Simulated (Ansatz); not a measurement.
Abstraction of Cl: GeH(CH3)2Cl + SiH(CH3)Cl → GeH(CH3)2 + SiH(CH3)Cl2

Species: GeH(CH3)2Cl, singlet; SiH(CH3)Cl, doublet; GeH(CH3)2, doublet; SiH(CH3)Cl2 (methyldichlorosilane), singlet. A radical takes Cl: the energy is the difference in strength between the Ge–Cl bond broken and the Si–Cl bond made.

Shapes, held fixed at every level: PBE0-D4/def2-TZVP. Programs: Ansatz 0.2.0. The zero-point and thermal change to 298 K, harmonic and unscaled (PBE0-D4/def2-TZVP), is +0.1 kJ/mol.

```
              level                    kind  ΔH(298 K) (kJ/mol)  less CCSD(T)/def2-TZVPP  CPU time (sum over the molecules)
  PBE-D4/def2-TZVPP                     GGA               -34.3                     +2.1                               28 s
B3LYP-D4/def2-TZVPP           global hybrid               -37.2                     -0.8                               48 s
BHLYP-D4/def2-TZVPP           global hybrid               -37.8                     -1.4                               39 s
 wB97M-V/def2-TZVPP  range-separated hybrid               -48.1                    -11.7                              2 min
   CCSD(T)/def2-SVP   coupled cluster or CI               -36.8                     -0.4                               69 s
      CCSD/def2-SVP   coupled cluster or CI               -36.8                     -0.4                                  –
 CCSD(T)/def2-TZVPP   coupled cluster or CI               -36.4                      0.0                             27 min
```

The highest level, CCSD(T)/def2-TZVPP, gives ΔH(298 K) = -36.4 kJ/mol; the levels span -48.1 to -34.3. The column of differences is taken from that level and isn't an error. No measured value is set beside it here. Open shells run unrestricted unless RO is named. Relativity is left out for Ge unless named. Correlated rows may include outer-core shells of Ge, which these sets cover unevenly. Times are processor times on shared x86 and Arm servers, and rough.
